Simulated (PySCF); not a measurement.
Si(CF3)(H)2(OH) (CH₃F₃OSi), SMILES O[SiH2]C(F)(F)F. The structure is a stationary point at PBE-D3(BJ)/def2-SVP. The values are those of a single conformer.

Give the equilibrium geometry at PBE-D3(BJ)/def2-SVP (PySCF confirms it by a frequency run) as Cartesian coordinates in Å. (An estimate is asked for; the answer gives what the named calculation found.)

One answer among several that fit: 
```xyz
9

Si     1.0195    -0.6946     0.2279
O      2.0753    -0.0634    -0.9066
C     -0.7121     0.1743     0.1139
F     -1.3010     0.0251    -1.0987
F     -0.6014     1.5159     0.3443
F     -1.5672    -0.3256     1.0470
H      0.8346    -2.1363    -0.1108
H      1.4718    -0.4894     1.6465
H      2.3179     0.8719    -0.7904
```
